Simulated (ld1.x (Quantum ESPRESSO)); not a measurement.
## Cutoff test, Co, ultrasoft

```
Element                 : Co (Z = 27)
Generator               : ld1.x (Quantum ESPRESSO) 7.5
Type                    : ultrasoft
Functional              : LDA (PZ)
Relativity              : scalar-relativistic
Frozen core             : [Ar]
Valence charge          : 9
Reference configuration : 3d7 4s2 4p0
Partial waves           : 4s (bound): rcut 1.95, rcutus 2.45 bohr; 4s channel at 1.25 Ry: rcut 1.95, rcutus 2.45 bohr; 4p (bound, empty): rcut 2.80, rcutus 3.45 bohr; 4p channel at 0.8 Ry: rcut 2.80, rcutus 3.45 bohr; 3d (bound): rcut 0.85, rcutus 1.15 bohr; 3d channel at 0.05 Ry: rcut 0.85, rcutus 1.15 bohr
Local potential         : all-electron potential smoothed inside 1.25 bohr (lloc = -1)
Core correction         : a·sin(br)/r model core inside 1.10 bohr
Augmentation charge     : PSQ, inside the norm-conserving radii
```

The pseudo-atom Hamiltonian at the reference potential is diagonalised in spherical Bessel functions j_l(qr) that vanish at 20 bohr, with q² up to the cutoff. All-electron valence levels (Ry): 4s -0.4175, 4p -0.1022, 3d -0.6217.

**Question.** How do the lowest levels (Ry) of each channel move with the cutoff, and are there ghosts?

**Answer.**

```
cutoff (Ry)     s #1     s #2     p #1     d #1    f #1    f #2  Σ f·Δε (mRy)
          8  -0.4175   0.0070  -0.1022   0.0620  0.1135  0.2407        4786.6
         15  -0.5942  -0.4174  -0.1022   0.0613  0.1135  0.2407        4781.4
         25  -4.0955  -0.4175  -0.1022   0.0539  0.1135  0.2407        4729.4
         40  -5.1963  -0.4175  -0.1022  -0.3320  0.1135  0.2407        2028.2
         60  -5.3464  -0.4175  -0.1022  -0.5818  0.1135  0.2407         279.5
         90  -5.3575  -0.4175  -0.1022  -0.6204  0.1135  0.2407           9.4
        120  -5.3578  -0.4175  -0.1022  -0.6213  0.1135  0.2407           3.5
        180  -5.3579  -0.4175  -0.1022  -0.6217  0.1135  0.2407           0.6
        400  -5.3579  -0.4175  -0.1022  -0.6218  0.1135  0.2407           0.0
```

Result: ghost state, extra bound levels that the all-electron valence spectrum of the same l lacks: s at -72.9 eV (a true bound ghost makes a file unfit for plane-wave use); 10 mRy is reached at 90 Ry and 1 mRy at 140 Ry.
